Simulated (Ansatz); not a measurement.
This Ansatz (an electronic-structure program) input (B3LYP/6-311G**) gives -101.65074 Eh with 36 basis functions. A basis named .json is the Basis Set Exchange file of that set (core-valence sets with the plain set on hydrogen).

Ansatz 0.2 input:
```yaml
crystal:
  periodic: [false, false, false]
  atoms:
    - {symbol: F, position_ang: [-0.05033774, 0.00900951, -0.41131714]}
    - {symbol: H, position_ang: [-0.15332804, -0.63047820, 0.25126051]}
    - {symbol: H, position_ang: [-0.62498840, -2.14607754, 1.42192018]}
    - {symbol: H, position_ang: [-0.11847088, -1.79549288, 1.84323355]}
basis:
  gaussian:
    orbitals: 6-311G__.json
hamiltonian:
  xc: {name: B3LYP}
magnetization: {spin_polarized: false}
```

Change:
```diff
- orbitals: 6-311G__.json
+ orbitals: cc-pVTZ
```

What does the run give now?

-101.66534 Eh (B3LYP/cc-pVTZ, 72 functions), a change of -14.60 mEh.
